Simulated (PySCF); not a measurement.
Coordinates in bohr (charge 0 multiplicity 1):
```
S     0.0000    0.0000   -3.3017
Sn    2.7536    0.0000    0.4402
Sn   -2.7536    0.0000    0.4402
```

Computed with PBE0/[S def2-SVP, Sn def2-SVP with ECP28], scalar-relativistic core potentials, density fitting, no spin–orbit coupling, PySCF.

This geometry of Sn2S is a stationary point at this level.

Q: What is the point group?

A: C2v.

Q: Is it a minimum?

A: Yes: all harmonic wavenumbers are real.

Q: Give the atomic charges and bond orders.

A: 
```csv
atom,Mulliken,Löwdin,polar tensor,Mayer order to S1
S1,-0.38,-0.07,-0.56,–
"Sn2,3",0.19,0.03,0.28,1.17
```
Other Mayer orders above 0.3: Sn–Sn 1.07.

Q: Give the ideal-gas entropy at 298.15 K and 1 bar by parts.

A: translation 178.8, rotation 115.0, vibration 21.4, spin 0.0; total 315.1 J/(mol K).

Q: What is the atomisation energy, with and without zero-point energy?

A: 694 kJ/mol without, 689 kJ/mol with.

Other isomers or separated fragments may lie lower.
